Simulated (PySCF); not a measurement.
## Two-component Hartree-Fock for Hf³⁺ (hafnium, charge +3)

Start: [Xe] 4f14 6p1; 6p3/2 filled at m_j = +3/2. Calculated with PySCF 2.14 in x2c-SVPall-2c with one added diffuse shell each of s, d type (8s9p10d2f, 99 functions): generalised Hartree-Fock with the X2C-1e Hamiltonian and a Gaussian nucleus; one run each with spin-orbit coupling (SO) switched off, then screened by Boettger's factors. This is a chosen level, not necessarily the ground level.

| spinor shell | electrons | ε, spin-free (eV) | ε, screened SO (eV) | weight of nominal j (screened SO) | rms radius, screened SO (bohr) |
| --- | --- | --- | --- | --- | --- |
| 1s1/2 | 2 | -65725.3 | -65707.1 | 1.000 | 0.0215 |
| 2s1/2 | 2 | -11408.7 | -11403.0 | 1.000 | 0.0869 |
| 2p1/2 | 2 | -10024.0 | -10873.3 | 1.000 | 0.0740 |
| 2p3/2 | 4 | -10024.0 | -9675.2 | 1.000 | 0.0812 |
| 3s1/2 | 2 | -2687.7 | -2685.8 | 1.000 | 0.222 |
| 3p1/2 | 2 | -2266.6 | -2450.9 | 1.000 | 0.214 |
| 3p3/2 | 4 | -2266.6 | -2189.5 | 1.000 | 0.228 |
| 3d3/2 | 4 | -1763.2 | -1796.1 | 1.000 | 0.202 |
| 4s1/2 | 2 | -601.42 | -600.84 | 1.000 | 0.498 |
| 4p1/2 | 2 | -460.71 | -503.13 | 1.000 | 0.508 |
| 4p3/2 | 4 | -460.71 | -442.85 | 1.000 | 0.541 |
| 4d3/2 | 4 | -275.26 | -281.75 | 1.000 | 0.571 |
| 4d5/2 | 6 | -275.26 | -270.43 | 1.000 | 0.583 |
| 5s1/2 | 2 | -115.61 | -115.51 | 1.000 | 1.22 |
| 5p1/2 | 2 | -77.840 | -83.263 | 1.000 | 1.42 |
| 5p3/2 | 4 | -77.840 | -75.485 | 1.000 | 1.45 |
| 4f5/2 | 6 | -67.847 | -68.549 | 1.000 | 0.733 |
| 4f7/2 | 8 | -67.847 | -66.879 | 1.000 | 0.736 |
| 6p3/2 | 1 | -20.510 | -20.434 | 1.000 | 5.08 |

(1) Where does 3d5/2 lie, and what is the 3d spin-orbit splitting (screened SO)?

```
   quantity     spin-free   screened SO
E (hartree)  -15064.30817  -15080.05401
        M_J           3/2           3/2
       ⟨J²⟩         3.750         3.750
       ⟨L²⟩         2.000         2.086
       ⟨S²⟩         0.750         0.836
```

Breit and QED terms are absent; they matter most for the inner s and p1/2 levels.

Densities and radii are taken from the X2C orbitals without a picture-change correction, which distorts them close to the nucleus.

Without spin-orbit coupling the j labels of p, d and f shells carry no meaning; the spin-free column gives the mean over the occupied spinors of each nl shell.

Answers

(1) At -1739.6 eV, 56.447 eV above 3d3/2.
